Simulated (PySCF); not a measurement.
# Running PySCF for H2Rb2

File input.py (PySCF 2.14):

```python
from pyscf import gto, scf, mp

mol = gto.M(
    atom='Rb 1.9539 0 0; Rb -1.9539 0 0; H 0 1.7799 0; H 0 -1.7799 0',
    basis='def2-svpd',
    ecp={'Rb': 'def2-svpd'},
    charge=0,
    spin=0,
    verbose=4,
)
mf = scf.RHF(mol)
mf.kernel()
mp.MP2(mf).kernel()
mf.dip_moment()
print('orbital energies (hartree):', mf.mo_energy[..., max(0, mol.nelec[1]-3):mol.nelec[0]+3].round(4))
```

```bash
$ OMP_NUM_THREADS=1 python input.py
```

The log (some set-up lines and the per-cycle HOMO/LUMO lines with their warnings removed):

```
PySCF version 2.14.0

[INPUT] Symbol           X                Y                Z      unit          X                Y                Z       unit  Magmom
[INPUT]  1 Rb     1.953900000000   0.000000000000   0.000000000000 AA    3.692335874788   0.000000000000   0.000000000000 Bohr   0.0
[INPUT]  2 Rb    -1.953900000000   0.000000000000   0.000000000000 AA   -3.692335874788   0.000000000000   0.000000000000 Bohr   0.0
[INPUT]  3 H      0.000000000000   1.779900000000   0.000000000000 AA    0.000000000000   3.363523529113   0.000000000000 Bohr   0.0
[INPUT]  4 H      0.000000000000  -1.779900000000   0.000000000000 AA    0.000000000000  -3.363523529113   0.000000000000 Bohr   0.0

nuclear repulsion = 18.3250168357795
number of shells = 30
number of NR pGTOs = 96
number of NR cGTOs = 70
basis = def2-svpd
ecp = {'Rb': 'def2-svpd'}

******** <class 'pyscf.scf.hf.RHF'> ********
method = RHF
initial guess = minao
damping factor = 0
level_shift factor = 0
DIIS = <class 'pyscf.scf.diis.CDIIS'>
SCF conv_tol = 1e-09
SCF max_cycles = 50
Initial guess from minao.
init E= -42.4796757053738
cycle= 1 E= -48.654303834966  delta_E= -6.17  |g|= 0.539  |ddm|= 2.07
cycle= 2 E= -48.7093077989563  delta_E= -0.055  |g|= 0.0626  |ddm|= 0.558
cycle= 3 E= -48.7110912740364  delta_E= -0.00178  |g|= 0.0116  |ddm|= 0.133
cycle= 4 E= -48.7112443690509  delta_E= -0.000153  |g|= 0.00336  |ddm|= 0.0378
cycle= 5 E= -48.7112678945395  delta_E= -2.35e-05  |g|= 0.000483  |ddm|= 0.0212
cycle= 6 E= -48.7112683612495  delta_E= -4.67e-07  |g|= 5.22e-05  |ddm|= 0.00334
cycle= 7 E= -48.7112683640052  delta_E= -2.76e-09  |g|= 7.85e-06  |ddm|= 0.000238
cycle= 8 E= -48.7112683640745  delta_E= -6.93e-11  |g|= 1.2e-06  |ddm|= 3.26e-05
Extra cycle  E= -48.7112683640763  delta_E= -1.89e-12  |g|= 4.17e-07  |ddm|= 4.91e-06
converged SCF energy = -48.7112683640763

******** <class 'pyscf.mp.mp2.RMP2'> ********
nocc = 10, nmo = 70
E(RMP2) = -48.8650745501307  E_corr = -0.15380618605433
E(SCS-RMP2) = -48.8682079178906  E_corr = -0.156939553814207
E_corr(same-spin) = -0.0318783109049882
E_corr(oppo-spin) = -0.121927875149342
Dipole moment(X, Y, Z, Debye): -0.00000,  0.00000,  0.00000
orbital energies (hartree): [-0.7555 -0.2576 -0.2392  0.0042  0.0102  0.0115]
```

In short: E(SCF) = -48.711268 Eh, 8 cycles, E(MP2) − E(SCF) = -0.15381 Eh, μ(SCF) = 0.00 D.

Run time: 1.8 s on 1 thread of Arm Neoverse N1 (shared host), peak memory 0.15 GiB.
